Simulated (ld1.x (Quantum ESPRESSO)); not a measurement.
Pm: one change to a TM semilocal potential, before and after

- Element: Pm
- Generator: ld1.x (Quantum ESPRESSO) 7.5
- Type: norm-conserving Troullier–Martins (semilocal form)
- Functional: PBEsol
- Relativity: scalar-relativistic
- Frozen core: [Xe]
- Valence charge: 7
- Reference configuration: 4f5 5d0 6s1.5 6p0.5
- Partial waves: 6p (bound): rc 3.10 bohr; 5d (bound, empty): rc 2.35 bohr; 4f (bound): rc 1.00 bohr; 6s (bound): rc 2.95 bohr
- Local potential: the s channel
- Core correction: a·sin(br)/r model core inside 0.60 bohr

Change: wave 6p (bound): rc 3.10 bohr becomes 6p (bound): rc 4.72 bohr.

Cutoffs: the cutoffs (Ry, on a coarse ladder) from which the occupation-weighted sum of valence levels, in a spherical-Bessel basis at the reference potential, stays within 10 and 1 mRy of its value at 400 Ry; they do not see the model core or the augmentation charge, which bear on the density cutoff. Errors are all-electron minus pseudo energies relative to the spin-unpolarised reference configuration.

Problem. What does the change do?

Solution. Of the 7 tests that both files solve, the error grows in 3 and shrinks in 0 by more than 15 % and 0.3 meV (median size 5.1 → 24.2 meV); neither file shows a bound ghost at the reference potential, the only one tested. More of the atom is replaced by a form fitted at one configuration, so other configurations suffer. A semilocal file is local in each channel, so a ghost entry of none says nothing of the separable form that plane-wave codes build from it.

| quantity | base | changed |
| --- | --- | --- |
| bound ghosts | none | none |
| error for 4f5 5d0 6s2 6p0, meV [ΔE -1.19 eV] | -0.6 | -1.3 |
| error for 4f5 5d0 6s1 6p0, meV [ΔE 4.70 eV] | -2.6 | -2.4 |
| error for 4f5 5d0 6s0 6p0, meV [ΔE 15.54 eV] | -56 | -52 |
| error for 4f4 5d1 6s1 6p0, meV [ΔE 7.65 eV] | -666 | -625 |
| error for 4f5 5d0 6s1 6p1, meV [ΔE 1.22 eV] | -1.3 | -2.6 |
| error for 4f4 5d0 6s0 6p0, meV [ΔE 38.78 eV] | -1586 | -1514 |
| error for 4f5 5d0 6s0 6p2, meV [ΔE 3.72 eV] | -5.1 | -24 |

Base: These tests converged, but a pseudo level misses the all-electron one widely, so the file describes the atom poorly there or has found another state: 4f4 5d0 6s0 6p0: 4f by 3.4 eV (a node warning on the way). Changed file: These tests converged, but a pseudo level misses the all-electron one widely, so the file describes the atom poorly there or has found another state: 4f4 5d0 6s0 6p0: 4f by 3.3 eV.
